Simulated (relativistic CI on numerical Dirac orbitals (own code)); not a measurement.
d1 to d9 in one octahedral field

Computed with a parametric ligand-field model without spin-orbit coupling, by exact diagonalisation: B = 600, C = 2750, 10Dq = 7600 cm⁻¹ (Oh; |10Dq|/B = 12.7) for every shell. Energies in cm⁻¹; the field energy is (0.6 n_e − 0.4 n_t2) × 10Dq of the ground term; g labels are left out.

```
Shell  Ground term  Electrons in e  Field energy  First spin-allowed bands  Lowest term of other spin
   d1          2T2           0.000         -3040                   2E 7600                           
   d2          3T1           0.063         -5604       3T2 6730, 3A2 14330                   1T2 9460
   d3          4A2           0.000         -9120       4T2 7600, 4T1 12136                   2E 12375
   d4           5E           1.000         -4560                  5T2 7600                   3T1 8165
   d5          6A1           2.000             0                      none                  4T1 14150
   d6          5T2           2.000         -3040                   5E 7600                   1A1 7472
   d7          4T1           2.063         -5604       4T2 6730, 4A2 14330                    2E 5163
   d8          3A2           2.000         -9120       3T2 7600, 3T1 12136                   1E 10031
   d9           2E           3.000         -4560                  2T2 7600
```

Every shell keeps the spin of the free ion. Only d4 to d7 can choose; the field needed to pair spins is smallest for d6 and largest for d5, which loses most exchange energy. In the strong-field picture 10Dq must exceed about 6B + 5C = 17350 (d4), 7.5B + 5C = 18250 (d5), 2.5B + 4C = 12500 (d6) and 4B + 4C = 13400 (d7); mixing of terms shifts these bounds somewhat. High-spin d^(n+5) repeats the spin-allowed bands of d^n, since the half-filled shell is spherical.
